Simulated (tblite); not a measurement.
Species: CH₄BClO.
Cartesian coordinates in Å at the GFN2-xTB level; atoms count from 1:
```xyz
8
CH4BClO angstrom
C     -1.0481    0.3045    0.1072
O     -0.0765   -0.7211    0.1280
B      1.2145   -0.5984   -0.0888
Cl     1.9699    0.9243   -0.4571
H     -0.6011    1.2745   -0.1210
H     -1.5274    0.3383    1.0870
H     -1.7929    0.0521   -0.6495
H      1.8708   -1.5648   -0.0304
```

Method: GFN2-xTB as coded in tblite; computed harmonic values from a numerical Hessian at the method's own geometry, unscaled. Against measured fundamentals such values can be off by several per cent, at times by over 20. Modes of hydrogen on boron can be 10 to 20 % off. One conformer, not necessarily the lowest.

Harmonic wavenumbers (cm⁻¹): 85.6, 206.5, 319.3, 472.1, 687.2, 724.5, 926.9, 1059.8, 1128.8, 1137.7, 1314.6, 1407.5, 1457.3, 1460.9, 2643.0, 2974.0, 2982.6, 2989.3.

A = 15466, B = 3673, C = 3025 MHz; mass 78.004 u (most abundant isotopes); point group Cs, symmetry number 1.

Question: Zero-point energy?

Answer: ½Σν̃ = 11989 cm⁻¹ = 143.41 kJ/mol.

Question: What is S at 273.15 K and 1 bar for an ideal gas of classical rigid rotors and harmonic oscillators?

Answer: Translation 161.37, rotation 103.67, vibration 33.53: S = 298.6 J/(mol K).

Question: And Cp and H(273.15 K) − H(0)?

Answer: Cp = 71.69 J/(mol K), of which vibrations give 38.43 (their classical limit is 18 R = 149.7); H(273.15 K) − H(0) = 14.19 kJ/mol without the zero-point energy, 5.10 from vibrations.

Question: Blend soft modes into free rotors: weight 1/[1 + (100 cm⁻¹/ν̃)⁴] for the oscillator and the rest for a rotor with moment μB/(μ + B), μ = h/(8π²ν), B = 10⁻⁴⁴ kg m². What vibrational entropy results?

Answer: 31.77 J/(mol K) in place of 33.53, which changes −T·S at 273.15 K by +0.48 kJ/mol.

Question: What must be added to the electronic energy to get the Gibbs energy at 273.15 K and 1 bar?

Answer: ZPE + [H(273.15 K) − H(0)] − T·S = 143.41 + 14.19 − 81.56 = 76.04 kJ/mol.

Question: How do the functions run with temperature in this model?

Answer: 
```json
{"T (K)": "150", "S (J/(mol K))": "261.5", "Cp (J/(mol K))": "54.1", "H − H(0) (kJ/mol)": "6.46", "G − H(0) (kJ/mol)": "-32.76", "ln q(vib)": "0.79"}
{"T (K)": "250", "S (J/(mol K))": "292.4", "Cp (J/(mol K))": "68.2", "H − H(0) (kJ/mol)": "12.57", "G − H(0) (kJ/mol)": "-60.53", "ln q(vib)": "1.60"}
{"T (K)": "298.15", "S (J/(mol K))": "305.0", "Cp (J/(mol K))": "75.4", "H − H(0) (kJ/mol)": "16.03", "G − H(0) (kJ/mol)": "-74.91", "ln q(vib)": "1.99"}
{"T (K)": "400", "S (J/(mol K))": "329.3", "Cp (J/(mol K))": "90.2", "H − H(0) (kJ/mol)": "24.47", "G − H(0) (kJ/mol)": "-107.24", "ln q(vib)": "2.84"}
{"T (K)": "600", "S (J/(mol K))": "370.6", "Cp (J/(mol K))": "113.6", "H − H(0) (kJ/mol)": "45.00", "G − H(0) (kJ/mol)": "-177.34", "ln q(vib)": "4.52"}
{"T (K)": "900", "S (J/(mol K))": "421.3", "Cp (J/(mol K))": "136.4", "H − H(0) (kJ/mol)": "82.78", "G − H(0) (kJ/mol)": "-296.41", "ln q(vib)": "6.96"}
```

q(vib) and H(0) count from the zero-point level.

Question: Which modes carry the vibrational entropy at 273.15 K?

Answer: 85.6 cm⁻¹: 15.01; 206.5 cm⁻¹: 8.01; 319.3 cm⁻¹: 4.91; 472.1 cm⁻¹: 2.60; 687.2 cm⁻¹: 1.05; 724.5 cm⁻¹: 0.90 J/(mol K); the other 12 give 1.05 together.

Hindered rotation and anharmonicity are outside this model. Other conformers, if any are populated, would add a mixing term that is left out.
